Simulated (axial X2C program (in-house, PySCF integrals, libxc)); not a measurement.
**Photoelectron levels of CaI⁻ by EOM-IP-CCSD**

Computed with an axial X2C code built on PySCF integrals: two-component X2C with atomic mean-field Coulomb and Gaunt terms, Gaussian nuclei, basis I dyall-acv3z, Ca dyall-acv3z with contracted cores.

R = 3.279 Å (1.090 times 3.008 Å, the PBE0 minimum at charge -1 for the lowest determinant).

Vertical detachment energies of CaI⁻ to the states of CaI:

```tsv
Ω of CaI	vertical detachment energy (eV)	above lowest (cm⁻¹)	ionised spinor	one-hole weight
1/2	1.742	0	71% Ca sσ, 17% Ca pσ	0.95
3/2	4.656	23508	91% I pπ	0.73
1/2	4.906	25526	55% I pπ, 33% I pσ	0.62
```

Problem. What is the splitting of the first π pair in the table, and is it regular or inverted?

Solution. E(3/2) − E(1/2) = 23508 − 25526 = -2018 cm⁻¹ at EOM-IP-CCSD: inverted, Ω = 3/2 lower. Splittings at this level can be off by ten to twenty per cent.

This point took 15 s on 1 thread of Arm Neoverse V2, on a shared host.

Reference electrons by ω block (each with its −ω partner): 1/2: 25, 3/2: 10, 5/2: 2. 18 electrons of CaI⁻ correlated (inner shells frozen), 84 natural virtual spinors (a truncated set); levels can be off by some tenths of an eV. Roots sought by Ω: (1/2: 4, 3/2: 3, 5/2: 1); the list ends where they run out and leaves out roots under 60 % one-particle weight. The solver can skip a root, and states that need a further excitation, which the method places far too high, are missing though they may lie low or lowest. T1 of the reference 0.016 (Lee–Taylor). Number of frozen shells: I 4 s, 3 p, 2 d; Ca 2 s, 1 p. Large amplitudes in the reference (orbital relaxation or multireference character) lower the reliability. Left out with split weight: Ω = 3/2 at 4.50 eV (0.21).
